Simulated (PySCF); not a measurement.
tin monoxide (OSn), singlet, at a GFN2-xTB geometry (such geometries of metal compounds can be far from the true shape) (all electrons, no relativity). Base run: PySCF with R2SCAN/3-21G.

Geometry (Å):
```xyz
2

Sn     0.0000     0.0000    -0.2488
O      0.0000     0.0000     1.5550
```
All else is at PySCF's defaults.
Base energy -6073.46635 Eh.

The base run was repeated with changes; each row names its change, and settings that it needs were set with it.

```json
[
 {"change": "base", "ΔE vs base (mEh)": "0.000", "grid points": "36040", "electrons on the grid": "58.00000"},
 {"change": "grids.level = 5", "ΔE vs base (mEh)": "0.597", "grid points": "89984", "electrons on the grid": "58.00000"},
 {"change": "grids.prune = off", "ΔE vs base (mEh)": "-0.001", "grid points": "63880", "electrons on the grid": "58.00000"},
 {"change": "grids.level = 0", "ΔE vs base (mEh)": "51.397", "grid points": "3920", "electrons on the grid": "57.99738"},
 {"change": "small_rho_cutoff = 0", "ΔE vs base (mEh)": "0.000", "grid points": "36040", "electrons on the grid": "58.00000"},
 {"change": "grids.prune = dft.gen_grid.treutler_prune", "ΔE vs base (mEh)": "-0.002", "grid points": "34496", "electrons on the grid": "58.00000"},
 {"change": "grids.radi_method = mura_knowles", "ΔE vs base (mEh)": "0.693", "grid points": "32504", "electrons on the grid": "58.00000"},
 {"change": "grids.atom_grid = (75, 302)", "ΔE vs base (mEh)": "2.291", "grid points": "27376", "electrons on the grid": "57.99999"},
 {"change": "grids.becke_scheme = stratmann", "ΔE vs base (mEh)": "-0.004", "grid points": "36040", "electrons on the grid": "58.00000"},
 {"change": "grids.level = 2", "ΔE vs base (mEh)": "0.073", "grid points": "25256", "electrons on the grid": "57.99999"},
 {"change": "grids.atom_grid = (99, 590)", "ΔE vs base (mEh)": "0.372", "grid points": "59872", "electrons on the grid": "58.00000"}
]
```
